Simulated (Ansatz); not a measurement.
Input file for C3H5FSSi (`C=C1S[Si]1(C)F`):

```yaml
crystal:
  periodic: [false, false, false]
  atoms:
    - {symbol: C, position_ang: [-0.046176, -2.205143, 0.983811]}
    - {symbol: C, position_ang: [0.196913, -0.914159, 0.831549]}
    - {symbol: S, position_ang: [1.601621, 0.122688, 1.339719]}
    - {symbol: Si, position_ang: [-0.105300, 0.779884, 0.324638]}
    - {symbol: C, position_ang: [-0.033269, 1.407099, -1.405318]}
    - {symbol: F, position_ang: [-1.169012, 1.645843, 1.131378]}
    - {symbol: H, position_ang: [0.644598, -2.874173, 1.486190]}
    - {symbol: H, position_ang: [-0.968075, -2.630416, 0.602732]}
    - {symbol: H, position_ang: [-1.021512, 1.361586, -1.868693]}
    - {symbol: H, position_ang: [0.301787, 2.446547, -1.418153]}
    - {symbol: H, position_ang: [0.663826, 0.803344, -1.987354]}
basis:
  gaussian: {orbitals: def2-SVP}
correlation: {method: ccsd_t}
```

```sh
$ ansatz run in.yaml --threads 4 --pin off --events-out ev --progress --plain
```

Log, shortened:

```
Functional definition: HF
1146 factors; integrals over basis functions are off by at most 1.2e-3 eV
mean field evaluation 1: about -24543.2866 eV, gradient 3.6e1 eV
mean field evaluation 2: about -24543.2926 eV, gradient 3.6e1 eV
mean field evaluation 4: about -24546.5699 eV, gradient 3.8e0 eV
mean field evaluation 8: about -24546.6336 eV, gradient 1.7e-1 eV
mean field evaluation 16: about -24546.6210 eV, gradient 1.1e0 eV
mean field -24546.63384156 eV, -902.0721553713 hartree, gradient 3.3e-6 eV, S^2 0.000000; 0 other end points of the search recorded, 0 dependent functions left out; unrestricted orbitals would lower it
14 core orbitals not correlated: weight in the atoms' cores, before any rotation towards them, 1.000 or more for the frozen orbitals, at most 0.000 for the correlated occupied ones
reference -24546.63384156 eV, -902.0721553713 hartree; 17, 17 occupied and 86, 86 virtual orbitals, 1146 factors
second order -21.91699771 eV of doubles, -0.00000000 eV of singles
cycle   1  -22.52845826 eV  change   -6.1e-1 eV  update   1.2e-1
cycle   2  -23.10799076 eV  change   -5.8e-1 eV  update   3.5e-2
cycle   3  -23.25890785 eV  change   -1.5e-1 eV  update   1.9e-2
cycle   4  -23.25549348 eV  change    3.4e-3 eV  update   4.8e-3
cycle   5  -23.25506521 eV  change    4.3e-4 eV  update   2.2e-3
cycle   6  -23.25515097 eV  change   -8.6e-5 eV  update   7.0e-4
cycle   7  -23.25489987 eV  change    2.5e-4 eV  update   3.1e-4
cycle   8  -23.25484542 eV  change    5.4e-5 eV  update   1.2e-4
cycle   9  -23.25484554 eV  change   -1.1e-7 eV  update   4.4e-5
cycle  10  -23.25482894 eV  change    1.7e-5 eV  update   1.4e-5
perturbative correction -0.77356658 eV, -0.0284280474 hartree
Total energy: -24570.66223708 eV, -902.9551826195 hartree
```

Run time 6.5 s (4 threads of a server CPU on a shared host); peak host memory 0.61 GiB.

The correlation energy is -24.028 eV, 3.2 % of it from (T); the T1 diagnostic reads 0.0132.
